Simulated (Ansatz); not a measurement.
`O[BH][SnH2][F]` + `[AsH3]` → `[F][SnH2][AsH2]` + `BO`  (cleavage of the Sn–B bond)

Calculated with Ansatz (gas phase, PBE0-D4/def2-TZVP geometries, no zero-point term in ΔE). CCSD(T)/CBS is the MP2 limit (def2-TZVPP, def2-QZVPP) plus CCSD(T) − MP2 in def2-TZVPP, frozen cores. This one scheme is used for every species. DFT in def2-TZVPP. HSE06 is defined as in plane-wave codes. Elements past krypton have def2 core potentials. For As, Sn outer-core shells are correlated without core-valence functions, which leaves a few kJ/mol of doubt a bond. Scalar relativity is left out up to krypton. One conformer a species, not always the lowest.

Task: Is it downhill or uphill in electronic energy at CCSD(T)/CBS, and by how much? (Estimate.)

Result: Ansatz gave: Downhill: ΔE = -53.4 kJ/mol.

Task: What do these levels give: revPBE-D4, BLYP-D4, PBE0-D4, r2SCANh-D4, BLYP, r2SCAN0, HSE06, CCSD(T)/def2-SVP, SCS-MP2/def2-TZVPP, MP2/def2-QZVPP, SCS-MP2/def2-QZVPP, MP2/CBS(def2)? (Best estimate.)

Result: Computed: revPBE-D4 -45.9, BLYP-D4 -49.1, PBE0-D4 -50.2, r2SCANh-D4 -48.8, BLYP -49.8, r2SCAN0 -51.3, HSE06 -50.3, CCSD(T)/def2-SVP -40.8, SCS-MP2/def2-TZVPP -54.0, MP2/def2-QZVPP -57.5, SCS-MP2/def2-QZVPP -57.4, MP2/CBS(def2) -59.9 kJ/mol.

Largest T1 diagnostic among the species: 0.015.

From r2SCAN to r2SCAN0 (25 % exact exchange), in def2-TZVPP and without D4, ΔE moves by −4.5 kJ/mol. At CCSD(T), def2-SVP lies +12.6 kJ/mol from the extrapolated value and def2-TZVPP +6.3 kJ/mol.
